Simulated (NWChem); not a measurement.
Everything below was run with NWChem. System: stibine (H$_{3}$Sb), charge 0, spin multiplicity 1, at a geometry optimised with B3LYP/def2-SVP with def2 effective core potentials on Sb. Level: HF/def2-SVPD with def2 effective core potentials on Sb.

Job file:

```
start mol
memory heap 200 mb stack 900 mb global 1100 mb
geometry units angstroms nocenter noautoz
  Sb     0.000552     0.054131     0.000000
  H     -0.720255    -0.912955     1.231318
  H     -0.720255    -0.912955    -1.231318
  H      1.412339    -0.934769     0.000000
  symmetry group Cs
end
basis spherical
  * library def2-svpd
end
ecp
  Sb library def2-ecp
end
dft
  xc hfexch
  semidirect memsize 60000000 filesize 0
  iterations 100
end
property
  dipole
  response 1 0.0
end
task dft property
```

Part of the output:

```
             Northwest Computational Chemistry Package (NWChem) 7.3.0
             --------------------------------------------------------

                                NWChem Input Module
                                -------------------

 Scaling coordinates for geometry "geometry" by  1.889725989
 (inverse scale =  0.529177249)

 Turning off AUTOSYM since
 SYMMETRY directive was detected!

                             Geometry "geometry" -> ""
                             -------------------------

 Output coordinates in angstroms (scale by  1.889725989 to convert to a.u.)

  No.       Tag          Charge          X              Y              Z
 ---- ---------------- ---------- -------------- -------------- --------------
    1 Sb                  51.0000     0.00055200     0.05413100     0.00000000
    2 H                    1.0000    -0.72025500    -0.91295500     1.23131800
    3 H                    1.0000    -0.72025500    -0.91295500    -1.23131800
    4 H                    1.0000     1.41233900    -0.93476900     0.00000000

 Effective nuclear repulsion energy (a.u.)      47.6169136943

            Nuclear Dipole moment (a.u.)
            ----------------------------
        X                 Y               Z
 ---------------- ---------------- ----------------
    -0.0000359048     0.0000037795     0.0000000000

      Symmetry information
      --------------------

 Group name             Cs
 Group number              2
 Group order               2
 No. of unique centers     3

      Symmetry unique atoms

     1    2    4


 Summary of "ao basis" -> "" (spherical)
 ------------------------------------------------------------------------------
       Tag                 Description            Shells   Functions and Types
 ---------------- ------------------------------  ------  ---------------------
 *                         def2-svpd                  on all atoms

                                 NWChem DFT Module
                                 -----------------

 Summary of "ao basis" -> "ao basis" (spherical)
 ------------------------------------------------------------------------------
       Tag                 Description            Shells   Functions and Types
 ---------------- ------------------------------  ------  ---------------------
 Sb                        def2-svpd                12       32   5s4p3d
 H                         def2-svpd                 4        8   2s2p

 Summary of "ao basis" -> "ao basis" (spherical)
 ------------------------------------------------------------------------------
       Tag                 Description            Shells   Functions and Types
 ---------------- ------------------------------  ------  ---------------------
 Sb                        def2-svpd                12       32   5s4p3d
 H                         def2-svpd                 4        8   2s2p

            General Information
            -------------------
          SCF calculation type: DFT
          Wavefunction type:  closed shell.
          No. of atoms     :     4
          No. of electrons :    26
           Alpha electrons :    13
            Beta electrons :    13
          Charge           :     0
          Spin multiplicity:     1
          Use of symmetry is: off; symmetry adaption is: off
          Maximum number of iterations: 100
          AO basis - number of functions:    56
                     number of shells:    24
          Convergence on energy requested:  1.00D-06
          Convergence on density requested:  1.00D-05
          Convergence on gradient requested:  5.00D-04

              XC Information
              --------------
                     Hartree-Fock (Exact) Exchange  1.000

          Convergence Information
          -----------------------
          Convergence aids based upon iterative change in
          total energy or number of iterations.
          Levelshifting, if invoked, occurs when the
          HOMO/LUMO gap drops below (HL_TOL):  1.00D-02
          DIIS, if invoked, will attempt to extrapolate
          using up to (NFOCK): 10 stored Fock matrices.

                    Damping( 0%)  Levelshifting(0.5)       DIIS
                  --------------- ------------------- ---------------
          dE  on:    start            ASAP                start
          dE off:    2 iters        100 iters           100 iters

      Screening Tolerance Information
      -------------------------------
          Density screening/tol_rho:  1.00D-10
          AO Gaussian exp screening on grid/accAOfunc:  14
          CD Gaussian exp screening on grid/accCDfunc:  20
          XC Gaussian exp screening on grid/accXCfunc:  20
          Schwarz screening/accCoul:  1.00D-08

      Superposition of Atomic Density Guess
      -------------------------------------

 Sum of atomic energies:        -279.10632189

      Non-variational initial energy
      ------------------------------

 Total energy =    -240.740192
 1-e energy   =    -464.232873
 2-e energy   =     201.664463
 HOMO         =      -0.284834
 LUMO         =       0.044430

------------------------------------------------------------
EAF file 0: "./mol.aoints.0" size=524288 bytes
------------------------------------------------------------
               write      read    awrite     aread      wait
               -----      ----    ------     -----      ----
     calls:        1         0         0         0         0
   data(b): 5.24e+05  0.00e+00  0.00e+00  0.00e+00
   time(s): 0.00e+00  0.00e+00  0.00e+00  0.00e+00  0.00e+00
rate(mb/s): 0.00e+00  0.00e+00
------------------------------------------------------------

   convergence    iter        energy       DeltaE   RMS-Dens  Diis-err    time
 ---------------- ----- ----------------- --------- --------- ---------  ------
 d= 0,ls=0.0,diis     1   -240.9564024651 -2.63D+02  1.79D-02  4.60D-02     0.6
 d= 0,ls=0.0,diis     2   -240.9676878127 -1.13D-02  4.50D-03  2.95D-03     0.6
 d= 0,ls=0.0,diis     3   -240.9688181217 -1.13D-03  8.42D-04  2.62D-04     0.6
 d= 0,ls=0.0,diis     4   -240.9689240725 -1.06D-04  1.86D-04  1.53D-05     0.6
 d= 0,ls=0.0,diis     5   -240.9689322614 -8.19D-06  4.27D-05  7.23D-07     0.6
 d= 0,ls=0.0,diis     6   -240.9689326421 -3.81D-07  6.79D-06  1.98D-08     0.6

         Total DFT energy =     -240.968932642068
      One electron energy =     -464.715357196067
           Coulomb energy =      221.332664298721
    Exchange-Corr. energy =      -19.414458166880
 Nuclear repulsion energy =       21.828218422158

 Numeric. integr. density =        0.000000000000

     Total iterative time =      0.3s

                       DFT Final Molecular Orbital Analysis
                       ------------------------------------

 Vector   11  Occ=2.000000D+00  E=-4.588299D-01
              MO Center= -4.8D-01, -5.9D-01, -2.6D-04, r^2= 2.4D+00
   Bfn.  Coefficient  Atom+Function         Bfn.  Coefficient  Atom+Function
  ----- ------------  ---------------      ----- ------------  ---------------
    14      0.368127  1 Sb pz                33      0.300711  2 H  s
    41     -0.300808  3 H  s                 17      0.195377  1 Sb pz
    34      0.196041  2 H  s                 42     -0.196104  3 H  s
    11     -0.144071  1 Sb pz                 8     -0.118216  1 Sb pz
    19      0.090565  1 Sb d -1              24     -0.069084  1 Sb d -1

 Vector   12  Occ=2.000000D+00  E=-4.588243D-01
              MO Center=  4.7D-01, -6.0D-01,  2.6D-04, r^2= 2.4D+00
   Bfn.  Coefficient  Atom+Function         Bfn.  Coefficient  Atom+Function
  ----- ------------  ---------------      ----- ------------  ---------------
    12      0.368105  1 Sb px                49      0.347286  4 H  s
    50      0.226412  4 H  s                 15      0.195370  1 Sb px
    33     -0.173726  2 H  s                 41     -0.173558  3 H  s
     9     -0.144062  1 Sb px                 6     -0.118209  1 Sb px
    34     -0.113259  2 H  s                 42     -0.113150  3 H  s

 Vector   13  Occ=2.000000D+00  E=-3.589731D-01
              MO Center=  2.9D-03,  2.8D-01,  6.0D-08, r^2= 2.6D+00
   Bfn.  Coefficient  Atom+Function         Bfn.  Coefficient  Atom+Function
  ----- ------------  ---------------      ----- ------------  ---------------
    13      0.449454  1 Sb py                 3      0.381037  1 Sb s
    16      0.354074  1 Sb py                 4      0.303669  1 Sb s
     1     -0.175525  1 Sb s                 10     -0.171848  1 Sb py
    33     -0.145663  2 H  s                 41     -0.145663  3 H  s
    49     -0.145664  4 H  s                  7     -0.139807  1 Sb py

 Vector   14  Occ=0.000000D+00  E= 7.891533D-02
              MO Center=  1.4D-03,  1.4D-01, -5.9D-08, r^2= 9.7D+00
   Bfn.  Coefficient  Atom+Function         Bfn.  Coefficient  Atom+Function
  ----- ------------  ---------------      ----- ------------  ---------------
     5      2.673438  1 Sb s                  4     -2.108338  1 Sb s
    16     -0.146830  1 Sb py                 1      0.140375  1 Sb s
    34     -0.118558  2 H  s                 42     -0.118558  3 H  s
    50     -0.118569  4 H  s                 13      0.111383  1 Sb py
     2      0.094783  1 Sb s                 54      0.054606  4 H  px

 Vector   15  Occ=0.000000D+00  E= 9.533553D-02
              MO Center= -1.6D-01,  2.3D-01, -8.4D-05, r^2= 5.3D+00
   Bfn.  Coefficient  Atom+Function         Bfn.  Coefficient  Atom+Function
  ----- ------------  ---------------      ----- ------------  ---------------
    28      0.562351  1 Sb d -2              30      0.280640  1 Sb d  0
    12      0.257632  1 Sb px                15      0.212755  1 Sb px
    49     -0.201180  4 H  s                 32     -0.150567  1 Sb d  2
    55      0.112771  4 H  py                 9     -0.107182  1 Sb px
    33      0.100638  2 H  s                 41      0.100547  3 H  s

 Vector   16  Occ=0.000000D+00  E= 9.533864D-02
              MO Center=  1.6D-01,  2.2D-01,  8.4D-05, r^2= 5.3D+00
   Bfn.  Coefficient  Atom+Function         Bfn.  Coefficient  Atom+Function
  ----- ------------  ---------------      ----- ------------  ---------------
    29      0.555844  1 Sb d -1              31     -0.329753  1 Sb d  1
    14      0.257640  1 Sb pz                17      0.212741  1 Sb pz
    33     -0.174200  2 H  s                 41      0.174253  3 H  s
    56      0.134266  4 H  pz                11     -0.107185  1 Sb pz
    39      0.096315  2 H  py                47     -0.096345  3 H  py

 center of mass
 --------------
 x =   0.00058475 y =   0.05737102 z =   0.00000000

 moments of inertia (a.u.)
 ------------------
          20.914683915125           0.009575095381           0.000000000000
           0.009575095381          21.826358963921           0.000000000000
           0.000000000000           0.000000000000          20.914585758082

     Multipole analysis of the density
     ---------------------------------

     L   x y z        total         alpha         beta         nuclear
     -   - - -        -----         -----         ----         -------
     0   0 0 0      0.000000    -13.000000    -13.000000     26.000000

     1   1 0 0      0.001282      0.015263      0.015263     -0.029244
     1   0 1 0      0.128299      1.496246      1.496246     -2.864193
     1   0 0 1     -0.000000     -0.000000     -0.000000      0.000000

     2   2 0 0    -21.027165    -15.927750    -15.927750     10.828335
     2   1 1 0     -0.018933     -0.001605     -0.001605     -0.015722
     2   1 0 1      0.000000      0.000000      0.000000      0.000000
     2   0 2 0    -22.881172    -16.097540    -16.097540      9.313909
     2   0 1 1     -0.000000     -0.000000     -0.000000      0.000000
     2   0 0 2    -21.026922    -15.927709    -15.927709     10.828496

 *** CALLING NEW AORESP DRIVER FOR CLOSED AND OPEN SHELLS ***
 Entering AOResponse driver routine

--------------------------------------------------------------------------------

          ****************
          *** RESPONSE ***
          ****************

 Response module for NWChem and dynamic CPKS solver

          -----------------------------------------------
          Solving response equations for perturbing field
          -----------------------------------------------

 number of frequencies:     1
 frequency in a.u.:  0.0000000E+00
 Perturbing field: electric
 Using El. Dipole Length Gauge

 Setting up CPKS with frequency omega =      0.00000000 a.u.

 STATIC response

                                NWChem CPHF Module
                                ------------------

  scftype          =     RHF
  nclosed          =       13
  nopen            =        0
  variables        =      559
  # of vectors     =        3
  tolerance        = 0.10D-03
  level shift      = 0.00D+00
  max iterations   =       50
  max subspace     =       30

 SCF residual:    3.2709976789897639E-005

Iterative solution of linear equations
  No. of variables      559
  No. of equations        3
  Maximum subspace       30
        Iterations       50
       Convergence  1.0D-04

   iter   nsub   residual    time
   ----  ------  --------  ---------
     1      3    1.18D+00       1.1
     2      6    4.57D-01       1.5
     3      9    8.63D-02       1.8
     4     12    2.70D-02       2.1
     5     15    1.96D-03       2.5
     6     18    2.68D-04       3.0
     7     21    4.08D-05       3.4

 Electric Dipole Response Matrix (nonzero elements):

              1        2        3
    1   46.0663  -0.0017  -0.0000
    2   -0.0017  45.9400  -0.0000
    3   -0.0000  -0.0000  46.0659

 ------------------------------------------
 average:        46.02408 + I       0.00000

 DFT Linear Response polarizability / au
 Frequency  =       0.0000000 / au
 Wavelength = -999999.0000000 / nm
              X              Y              Z
 -----------------------------------------------
 X      46.0663397     -0.0017317     -0.0000000
 Y      -0.0017317     45.9399726     -0.0000001
 Z      -0.0000000     -0.0000001     46.0659190
 -----------------------------------------------
 Eigenvalues =      46.0663634     45.9399489     46.0659190
 Isotropic   =      46.0240771
 Anisotropic =       0.1261929
 -----------------------------------------------

 Magnetic Dipole Response Matrix (nonzero elements):
 Optical rotation tensor Beta

 *** static G'=0. Use GPRIME input with finite omega
 *** or better ORBETA without GPRIME for small or zero freq.

 zero matrix

 ------------------------------------------
 average:         0.00000 + I       0.00000

 Exiting AOResponse driver routine

          -------------
          Dipole Moment
          -------------

 Center of charge (in au) is the expansion point
         X =      -0.0011248 Y =      -0.1101613 Z =       0.0000000

   Dipole moment        0.1283053242 A.U.
             DMX        0.0012819816 DMXEFC        0.0000000000
             DMY        0.1282989194 DMYEFC        0.0000000000
             DMZ       -0.0000000451 DMZEFC        0.0000000000
   -EFC- dipole         0.0000000000 A.U.
   Total dipole         0.1283053242 A.U.

   Dipole moment        0.3261220695 Debye(s)
             DMX        0.0032584969 DMXEFC        0.0000000000
             DMY        0.3261057902 DMYEFC        0.0000000000
             DMZ       -0.0000001146 DMZEFC        0.0000000000
   -EFC- dipole         0.0000000000 DEBYE(S)
   Total dipole         0.3261220695 DEBYE(S)

 1 a.u. = 2.541766 Debyes

 Task  times  cpu:        3.4s     wall:        3.4s

 Total times  cpu:        3.4s     wall:        3.4s
```
